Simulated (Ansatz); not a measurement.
Reaction (formal exchange of groups at a B–B bond): `BB(C)BCl` + `O=CCCl` → `BB(C)CCl` + `O=CBCl`

Program: Ansatz. Geometries: PBE0-D4/def2-TZVP. ΔE: electronic, gas phase. CCSD(T)/CBS adds triple-zeta CCSD(T) − MP2 to the extrapolated MP2 energy (def2 sets, frozen cores). Functionals use def2-TZVPP. B3LYP here is the variant with VWN-RPA as its local correlation; programs differ in this. HSE06 is defined as in plane-wave codes. Each species was taken in one conformer, which may not be the lowest.

```json
{"level": "PBE-D4", "ΔE (kJ/mol)": "-3.5", "difference from CCSD(T)/CBS": "9.1"}
{"level": "revPBE-D4", "ΔE (kJ/mol)": "-5.1", "difference from CCSD(T)/CBS": "7.5"}
{"level": "BLYP-D4", "ΔE (kJ/mol)": "-9.7", "difference from CCSD(T)/CBS": "2.9"}
{"level": "r2SCAN-D4", "ΔE (kJ/mol)": "-5.6", "difference from CCSD(T)/CBS": "7.0"}
{"level": "B97M-V", "ΔE (kJ/mol)": "-3.5", "difference from CCSD(T)/CBS": "9.1"}
{"level": "PBE0-D4", "ΔE (kJ/mol)": "-4.9", "difference from CCSD(T)/CBS": "7.7"}
{"level": "B3LYP-D4", "ΔE (kJ/mol)": "-9.9", "difference from CCSD(T)/CBS": "2.7"}
{"level": "r2SCANh-D4", "ΔE (kJ/mol)": "-6.2", "difference from CCSD(T)/CBS": "6.4"}
{"level": "r2SCAN0-D4", "ΔE (kJ/mol)": "-7.0", "difference from CCSD(T)/CBS": "5.6"}
{"level": "HSE06-D4", "ΔE (kJ/mol)": "-4.8", "difference from CCSD(T)/CBS": "7.8"}
{"level": "BHLYP-D4", "ΔE (kJ/mol)": "-11.5", "difference from CCSD(T)/CBS": "1.1"}
{"level": "CAM-B3LYP-D4", "ΔE (kJ/mol)": "-11.0", "difference from CCSD(T)/CBS": "1.6"}
{"level": "ωB97X-V", "ΔE (kJ/mol)": "-9.5", "difference from CCSD(T)/CBS": "3.1"}
{"level": "B2PLYP", "ΔE (kJ/mol)": "-11.4", "difference from CCSD(T)/CBS": "1.2"}
{"level": "PBE-QIDH", "ΔE (kJ/mol)": "-9.1", "difference from CCSD(T)/CBS": "3.5"}
{"level": "PBE", "ΔE (kJ/mol)": "-2.3", "difference from CCSD(T)/CBS": "10.3"}
{"level": "revPBE", "ΔE (kJ/mol)": "-1.4", "difference from CCSD(T)/CBS": "11.2"}
{"level": "BLYP", "ΔE (kJ/mol)": "-7.0", "difference from CCSD(T)/CBS": "5.6"}
{"level": "r2SCAN", "ΔE (kJ/mol)": "-5.4", "difference from CCSD(T)/CBS": "7.2"}
{"level": "PBE0", "ΔE (kJ/mol)": "-4.0", "difference from CCSD(T)/CBS": "8.6"}
{"level": "B3LYP", "ΔE (kJ/mol)": "-8.0", "difference from CCSD(T)/CBS": "4.6"}
{"level": "r2SCANh", "ΔE (kJ/mol)": "-6.0", "difference from CCSD(T)/CBS": "6.6"}
{"level": "r2SCAN0", "ΔE (kJ/mol)": "-6.7", "difference from CCSD(T)/CBS": "5.9"}
{"level": "HSE06", "ΔE (kJ/mol)": "-4.0", "difference from CCSD(T)/CBS": "8.6"}
{"level": "BHLYP", "ΔE (kJ/mol)": "-10.2", "difference from CCSD(T)/CBS": "2.4"}
{"level": "CAM-B3LYP", "ΔE (kJ/mol)": "-10.2", "difference from CCSD(T)/CBS": "2.4"}
{"level": "LC-ωPBE", "ΔE (kJ/mol)": "-7.4", "difference from CCSD(T)/CBS": "5.2"}
{"level": "HF/def2-SVP", "ΔE (kJ/mol)": "-19.9", "difference from CCSD(T)/CBS": "-7.3"}
{"level": "MP2/def2-SVP", "ΔE (kJ/mol)": "-16.8", "difference from CCSD(T)/CBS": "-4.2"}
{"level": "CCSD/def2-SVP", "ΔE (kJ/mol)": "-15.6", "difference from CCSD(T)/CBS": "-3.0"}
{"level": "HF/def2-TZVPP", "ΔE (kJ/mol)": "-11.4", "difference from CCSD(T)/CBS": "1.2"}
{"level": "MP2/def2-TZVPP", "ΔE (kJ/mol)": "-15.3", "difference from CCSD(T)/CBS": "-2.7"}
{"level": "SCS-MP2/def2-TZVPP", "ΔE (kJ/mol)": "-15.5", "difference from CCSD(T)/CBS": "-2.9"}
{"level": "CCSD(T)/def2-TZVPP", "ΔE (kJ/mol)": "-12.9", "difference from CCSD(T)/CBS": "-0.3"}
{"level": "HF/def2-QZVPP", "ΔE (kJ/mol)": "-11.0", "difference from CCSD(T)/CBS": "1.6"}
{"level": "MP2/def2-QZVPP", "ΔE (kJ/mol)": "-15.0", "difference from CCSD(T)/CBS": "-2.4"}
{"level": "SCS-MP2/def2-QZVPP", "ΔE (kJ/mol)": "-15.2", "difference from CCSD(T)/CBS": "-2.6"}
{"level": "HF/CBS(def2)", "ΔE (kJ/mol)": "-10.9", "difference from CCSD(T)/CBS": "1.7"}
{"level": "MP2/CBS(def2)", "ΔE (kJ/mol)": "-15.0", "difference from CCSD(T)/CBS": "-2.4"}
{"level": "CCSD/CBS(def2)", "ΔE (kJ/mol)": "-12.4", "difference from CCSD(T)/CBS": "0.2"}
{"level": "CCSD(T)/CBS", "ΔE (kJ/mol)": "-12.6", "difference from CCSD(T)/CBS": "0"}
```

Largest T1 diagnostic among the species: 0.016.

From BLYP to BHLYP (50 % exact exchange), in def2-TZVPP and without D4, ΔE moves by −3.2 kJ/mol. Leaving LDA and LC-ωPBE aside and taking each functional with its dispersion term where it has one, the values, not all of them listed here, spread over 10.3 kJ/mol, from ωB97M-V to PBE-D4.
